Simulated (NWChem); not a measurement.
# TiHOCl$_{2}$ cation; SMILES [Cl][Ti+]([Cl])[OH]

```xyz
5

Ti     0.3531    -0.0007     0.3856
Cl    -0.7307    -1.7349    -0.1391
Cl    -0.7270     1.7353    -0.1407
O      1.8684    -0.0027    -0.3510
H      2.6024    -0.0042    -0.9922
```
Atoms are numbered in this order, from 1.

Results from NWChem. The geometry was optimised at PBE0/def2-SVP. The spin multiplicity was typed, not searched, and may not be the lowest. GIAO values for the isolated, static molecule; σ is the absolute isotropic shielding, δ = σ(reference) − σ with the isolated reference molecule computed at the same levels (1H: tetramethylsilane, 17O: water).

Question: What does the run give for PBE/pcSseg-1? Quantities: σ Ti1 (ppm); σ Cl2 (ppm); δ O4 (ppm); δ H5 (ppm).

Answer: 
```yaml
"σ Ti1 (ppm)": -684.7
"σ Cl2 (ppm)": -400.4
"δ O4 (ppm)": 491.3
"δ H5 (ppm)": 8.24
```
